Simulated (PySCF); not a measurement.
## B⁺: excitation energy

B⁺ [He] 2s2 (1S) → B⁺ [He] 2s1 3s1 (3S), as a difference of total energies. All numbers are calculated (PySCF 2.14, no relativity, point nucleus, in aug-cc-pVQZ). Correlated levels: valence: 1s2 frozen. The calculations carry no spin-orbit coupling.

Q: Order these methods by the excitation energy they give, lowest first.
A. MP2 (valence)
B. SCS-MP2 (valence)
C. CCSD (valence)
D. UHF

A: D (14.631 eV), A (15.574 eV), B (15.844 eV), C (16.061 eV).

Errors of the correlated levels include the incompleteness of this basis and the frozen core.

With two correlated electrons CCSD is exact in that space.

For comparison: 16.090 eV (measured; NIST levels).
